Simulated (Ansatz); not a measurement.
A made-up structure of LiBH$_{2}$Se, singlet:

```
5
angstrom
Li 0.6503 -1.5104 -0.1709
Se 0.1986 -0.2664 1.6811
B -0.1035 0.1848 -0.4665
H -0.3631 0.6606 -1.5291
H -0.3823 0.9313 0.4854
```

It is relaxed with PBE-D4/def2-SVP and then PBE0-D4/def2-TZVP (Ansatz 0.2.0). Atoms count as bonded within 1.22 times the sum of their covalent radii (H–H: 0.88 Å). The end point is not checked to be a true minimum.

Does its bonding change? (Judge from chemistry; the calculation decides.)

Computed: Yes. Formed: Li1–H4; broken: Se2–H5.

Where it ends: The first stage lowers the energy by 3.61 eV in 11 steps. It ends as LiBH₂Se ([H]1[Li]2[Se][BH]12):
Li1  (0.629, -1.503, -0.531)
Se2  (0.321, -0.565, 1.520)
B3  (-0.202, 0.469, 0.042)
H4  (-0.071, 0.037, -1.115)
H5  (-0.677, 1.562, 0.084)
(Å)

Labels in which every atom is bracketed show which atoms are joined, not bond orders.

For scale, one of the runs: PBE0-D4/def2-TZVP relaxation, 105 basis functions, launched by `ansatz run in.yaml --threads 2 --pin off --events-out ev --progress --plain --max-ram 4352MiB`. Hardware: 2 CPU threads of an Arm Neoverse V1, shared host. Wall time about 12 s.
